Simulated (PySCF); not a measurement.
C5H9O, SMILES [CH2]CCC(C)=O, doublet, GFN2-xTB optimised geometry.

```
15

C      0.73     2.05    -1.19
C      0.24     1.34     0.00
C      0.72    -0.14     0.00
C      0.22    -0.82     1.25
C     -1.09    -1.55     1.09
O      0.81    -0.75     2.30
H      1.73     2.44    -1.21
H      0.17     2.02    -2.11
H     -0.86     1.34     0.03
H      0.62     1.80     0.92
H      0.35    -0.64    -0.90
H      1.81    -0.14     0.00
H     -1.48    -1.84     2.06
H     -1.81    -0.91     0.58
H     -0.93    -2.44     0.48
```

Density from unrestricted PBE0/def2-TZVP run with PySCF at that geometry.

Minimum of the electron density along straight lines between bonded atoms, close to the bond critical point (lines longer than 1.1 times the sum of covalent radii, or with two minima, are not listed):

```json
[
 {"bond": "C1–C2", "length / Å": "1.464", "ρ at the minimum / e bohr⁻³": "0.276", "∇²ρ there / e bohr⁻⁵": "…", "position (fraction from the first atom)": "0.51"},
 {"bond": "C2–C3", "length / Å": "1.566", "ρ at the minimum / e bohr⁻³": "0.221", "∇²ρ there / e bohr⁻⁵": "-0.48", "position (fraction from the first atom)": "0.49"},
 {"bond": "C3–C4", "length / Å": "1.509", "ρ at the minimum / e bohr⁻³": "0.263", "∇²ρ there / e bohr⁻⁵": "-0.70", "position (fraction from the first atom)": "0.49"},
 {"bond": "C4–C5", "length / Å": "1.507", "ρ at the minimum / e bohr⁻³": "0.262", "∇²ρ there / e bohr⁻⁵": "-0.69", "position (fraction from the first atom)": "0.51"},
 {"bond": "C4–O6", "length / Å": "1.206", "ρ at the minimum / e bohr⁻³": "…", "∇²ρ there / e bohr⁻⁵": "…", "position (fraction from the first atom)": "0.33"},
 {"bond": "C1–H7", "length / Å": "1.073", "ρ at the minimum / e bohr⁻³": "0.289", "∇²ρ there / e bohr⁻⁵": "-1.03", "position (fraction from the first atom)": "0.65"},
 {"bond": "C1–H8", "length / Å": "1.073", "ρ at the minimum / e bohr⁻³": "0.289", "∇²ρ there / e bohr⁻⁵": "-1.03", "position (fraction from the first atom)": "0.64"},
 {"bond": "C2–H9", "length / Å": "1.092", "ρ at the minimum / e bohr⁻³": "0.279", "∇²ρ there / e bohr⁻⁵": "-0.96", "position (fraction from the first atom)": "0.64"},
 {"bond": "C2–H10", "length / Å": "1.092", "ρ at the minimum / e bohr⁻³": "0.280", "∇²ρ there / e bohr⁻⁵": "-0.97", "position (fraction from the first atom)": "0.64"},
 {"bond": "C3–H11", "length / Å": "1.089", "ρ at the minimum / e bohr⁻³": "0.281", "∇²ρ there / e bohr⁻⁵": "-0.97", "position (fraction from the first atom)": "0.64"},
 {"bond": "C3–H12", "length / Å": "1.090", "ρ at the minimum / e bohr⁻³": "0.281", "∇²ρ there / e bohr⁻⁵": "-0.97", "position (fraction from the first atom)": "0.64"},
 {"bond": "C5–H13", "length / Å": "1.087", "ρ at the minimum / e bohr⁻³": "0.281", "∇²ρ there / e bohr⁻⁵": "-0.97", "position (fraction from the first atom)": "0.64"},
 {"bond": "C5–H14", "length / Å": "1.087", "ρ at the minimum / e bohr⁻³": "0.277", "∇²ρ there / e bohr⁻⁵": "-0.94", "position (fraction from the first atom)": "0.64"},
 {"bond": "C5–H15", "length / Å": "1.089", "ρ at the minimum / e bohr⁻³": "0.275", "∇²ρ there / e bohr⁻⁵": "-0.93", "position (fraction from the first atom)": "0.64"}
]
```

Q: What belongs in the gaps?

A: 
- C1–C2, ∇²ρ there / e bohr⁻⁵: -0.76
- C4–O6, ρ at the minimum / e bohr⁻³: 0.424
- C4–O6, ∇²ρ there / e bohr⁻⁵: 0.01
